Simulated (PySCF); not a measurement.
# Unknown compound

An unknown has the formula C8H9NO. Its calculated NMR data are:

1H NMR (600 MHz, computed): δ 8.19 (d, 1H), 5.44 (m, 1H), 4.59 (br, 1H), 2.15 (s, 3H), 1.37 (d, 3H).

13C{1H} NMR (computed): δ 159.0, 82.7, 80.8, 76.3, 71.7, 35.6, 26.4, 5.4.

Theoretical values (PySCF 2.14): σ from GIAO-PBE0/pcSseg-1, geometry from GFN2-xTB. Averaged over atoms made equivalent by symmetry, fast rotation or ring inversion, in vacuum, a single conformation, non-relativistic Hamiltonian.

δ = σ(ref) − σ, references computed at the same level: TMS for 1H (31.72 ppm) and 13C (186.93 ppm).

Choose the structure that fits.
A. CC#CC#C[C@@H](C)NC=O
B. CO[C@@]12CC=C(C#N)[C@@H]1C2
C. C=C(C)c1cc[n+]([O-])cc1
D. N#C[C@@H]1C[C@H]2CC[C@@H]1C2=O

Results:

A. 

The formula gives 5 degrees of unsaturation (no ring in the answer). 8 carbon signals for 8 carbons: no two carbons are equivalent. Carbon types of the structure: 4 × C, 2 × CH, 2 × CH3, leaving 1 H on heteroatoms. δC 159.0: amide carbonyl carbon; it is a carbonyl in resonance with an O or N lone pair, the region of acids, esters and amides. δC 82.7, 80.8, 76.3, 71.7: alkyne carbon; the triple bond shields along its axis, which puts it between sp3 and sp2 carbons. δC 35.6: propargylic sp3 CH bonded to N; the inductive effect lowers its shielding. δC 5.4: propargylic methyl carbon; saturated and bonded to C and H only. δH 4.59: hydrogen on an amide-type nitrogen; exchangeable; this is the value without hydrogen bonding to other molecules.

The others: CO[C@@]12CC=C(C#N)[C@@H]1C2 would give 7 signals for carbon-bound and other non-exchanging H, not 4; N#C[C@@H]1C[C@H]2CC[C@@H]1C2=O would give 9 signals for carbon-bound and other non-exchanging H, not 4; C=C(C)c1cc[n+]([O-])cc1 would give 6 carbon signals, not 8.

OH and NH positions are those of a molecule without intermolecular hydrogen bonds; in solution they move with solvent, concentration and temperature, and exchange usually removes their couplings. Amide-type NH protons are broadened by 14N but still split neighbouring CH signals. Shifts are as computed. Against solution values, carbons near 30 ppm lie about +3 ppm off and those near 130 ppm about +5 ppm. Of 1211 compounds with measured shifts, 218 miss one by over three times the rms of a fit or turn the order of signals round; such compounds aren't used in these exercises. The C=O carbon of an acid or of an amide with N–H lies up to 10 ppm further downfield in solution, through hydrogen bonding that the calculation lacks. No couplings were computed; multiplicities are counted from neighbouring protons, with m where these are inequivalent, close in shift, in a saturated or five-membered ring or joined by F or P, and br s for small geminal =CH2 splittings.
